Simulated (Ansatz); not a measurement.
The same path of GaH10N3Si (15 atoms, charge 0, multiplicity 1) was run twice with different band settings. Lost on the way: Ga1–H2, N9–H15. Made: H2–H15.

Level of theory: RHF/def2-SVP in Ansatz 0.2.0.

Relaxed end points:

```xyz
15
Properties=species:S:1:pos:R:3
Ga -0.038 0.068 -0.040
H -0.590 -0.731 1.211
N 1.745 -0.130 -0.557
H 2.334 -0.780 -0.069
H 1.979 -0.164 -1.532
N -1.214 0.571 -1.411
H -2.162 0.241 -1.388
H -0.898 0.548 -2.363
N 0.166 2.093 0.829
H 1.148 2.250 0.652
Si -0.888 3.324 0.068
H -2.294 2.921 0.210
H -0.703 4.596 0.818
H -0.449 3.546 -1.317
H 0.053 2.041 1.830
```

```xyz
15
Properties=species:S:1:pos:R:3
Ga 0.227 0.620 -0.927
H -0.212 0.670 3.367
N 1.682 -0.468 -0.861
H 1.724 -1.380 -1.270
H 2.537 -0.246 -0.393
N -1.279 0.115 -1.804
H -1.391 -0.763 -2.269
H -2.108 0.669 -1.871
N 0.311 2.256 -0.076
H 1.182 2.431 0.393
Si -0.809 3.567 -0.022
H -2.048 3.152 -0.724
H -1.168 3.952 1.368
H -0.297 4.798 -0.681
H -0.163 1.023 2.710
```

Common settings: climbing image yes; spring 5.0 eV/Å²; optimiser quadratic models (default); start path through a guess of the saddle point; force threshold 0.05 eV/Å; iteration limit 60; end points relaxed.

| run | movable images |
| --- | --- |
| 1 | 5 |
| 2 | 1 |

Question: What does each run give, and how far can it be trusted?

Answer: Run 1: converged after 42 iterations, highest image 2.162 eV above the first end. The profile has 2 maxima (images 1, 3) with wells between them (image 2): this band takes more than one step, which may be the mechanism or a detour left from its start path. Neighbouring images differ by up to 2.1 eV, so the band resolves the path poorly. A vibrational analysis at the climbing image gives 2 clearly imaginary modes (1863i, 56i cm⁻¹): a point of higher order, so a lower path passes nearby.
Run 2: converged after 31 iterations, highest image 0.650 eV above the first end. The order of the stationary point at the top wasn't checked. A band with more images between the same ends climbed to 2.16 eV, so this one has probably stepped over the top. So few images can step over the top or miss a turn of the path.
The orbitals stay closed-shell, which can raise the energy where a bond breaks towards radicals; this wasn't checked here.
